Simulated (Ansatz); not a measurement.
`FB[Si](F)(F)F`, charge 0, multiplicity 1.

(1) Give a relaxed structure at PBE0-D4/def2-TZVP (Ansatz 0.2.0). (An estimate is asked.)

Answers

(1) Computed: 
```xyz
7

F     2.014    0.853   -0.088
B     1.039    0.282    0.583
Si   -0.691   -0.192   -0.371
F    -1.914    0.552    0.300
F    -0.972   -1.745   -0.267
F    -0.694    0.185   -1.904
H     1.219    0.064    1.748
```
Point group Cs.
